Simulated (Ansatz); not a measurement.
`C/N=C/N[SiH3]` + HCl → `C/N=C/Cl` + `N[SiH3]`  (substitution at a C–N bond)

Calculated with Ansatz (gas phase, PBE0-D4/def2-TZVP geometries, no zero-point term in ΔE). CCSD(T)/CBS is the MP2 limit (def2-TZVPP, def2-QZVPP) plus CCSD(T) − MP2 in def2-TZVPP, frozen cores. This one scheme is used for every species. Double bonds are as drawn, so ΔE can hold a change between cis and trans. Functionals use def2-TZVPP. Each species was taken in one conformer, which may not be the lowest.

```json
{"level": "B2PLYP", "ΔE (kJ/mol)": "45.8"}
{"level": "HF/CBS(def2)", "ΔE (kJ/mol)": "47.5"}
```

What does CCSD(T)/CBS give? (Best estimate.)

Ansatz gave: +48.2 kJ/mol. The listed levels differ from it by -2.4, -0.7 kJ/mol.

Largest T1 diagnostic among the species: 0.013.

From PBE to PBE0 (25 % exact exchange), in def2-TZVPP and without D4, ΔE moves by +3.8 kJ/mol. The D4 term adds +7.0 kJ/mol with B3LYP and +4.1 kJ/mol with PBE0; it sums over pairs of atoms, weighted by their polarisabilities, and B3LYP, whose exchange is more repulsive, gets the larger term.

B3LYP here is the variant with VWN-RPA as its local correlation; programs differ in this.
